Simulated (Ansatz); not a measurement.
Al2N2, relaxed as a singlet with RKS PBE0-D4/def2-TZVP in Ansatz, starting from the GFN2-xTB geometry. Force threshold 0.02 eV/Å.

The structure comes from a short search, and lower isomers may exist.

Start:

```xyz
4

Al   -0.938    0.450   -1.359
Al    0.939   -0.449    1.359
N     0.058    0.671    0.182
N    -0.059   -0.672   -0.181
```

| step | energy (eV) | largest force component (eV/Å) | SCF passes |
| --- | --- | --- | --- |
| 1 | -16163.5307 | 2.803 | 17 |
| 2 | -16164.1059 | 1.627 | 19 |
| 3 | -16164.3788 | 0.828 | 25 |
| 4 | -16164.3986 | 0.298 | 21 |
| 5 | -16164.4054 | 0.010 | 21 |

Force components are those of the run's own axes.

End:

Cartesian coordinates in Å:
```
Al -1.0430 0.4994 -1.5103
Al 1.0430 -0.4993 1.5104
N 0.0532 0.6068 0.1638
N -0.0532 -0.6069 -0.1639
```

By distances, no bond broke or formed. The bond that changes most is Al1–N3, from 1.85 to 2.00 Å (atoms count from 1).

No frequencies were taken in this run, so the end may be a saddle point.

It took 2.9 s on 4 threads of INTEL XEON PLATINUM 8581C on a shared host.
